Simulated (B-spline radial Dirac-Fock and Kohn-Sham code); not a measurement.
The M5 (3d5/2) hole of bismuth ions: width and yield against charge

Method: a relativistic independent-particle model: LDA orbitals of the hole state, radiative multipoles to third order, Auger rates from the Coulomb interaction with a continuum orbital, Dirac-Fock energies. Computed with a B-spline atomic structure program. Tabulated ground configurations, configuration averages; single configurations, so decays that open only by mixing (as 1s 2s² with 1s 2p² in Be-like ions) are missing and such tiny yields are far too low.

| ion | configuration | radiative (eV) | non-radiative (eV) | yield |
| --- | --- | --- | --- | --- |
| Bi | [Xe] 4f14 5d10 6s2 6p3 | 0.0834 | 2.69 | 0.0301 |
| Bi⁺ | [Xe] 4f14 5d10 6s2 6p2 | 0.0834 | 2.69 | 0.0301 |
| Bi²⁺ | [Xe] 4f14 5d10 6s2 6p1 | 0.0834 | 2.69 | 0.0301 |
| Bi³⁺ | [Xe] 4f14 5d10 6s2 | 0.0834 | 2.69 | 0.0301 |
| Bi⁴⁺ | [Xe] 4f14 5d10 6s1 | 0.0835 | 2.69 | 0.0301 |
| Bi⁵⁺ | [Xe] 4f14 5d10 | 0.0835 | 2.70 | 0.0300 |
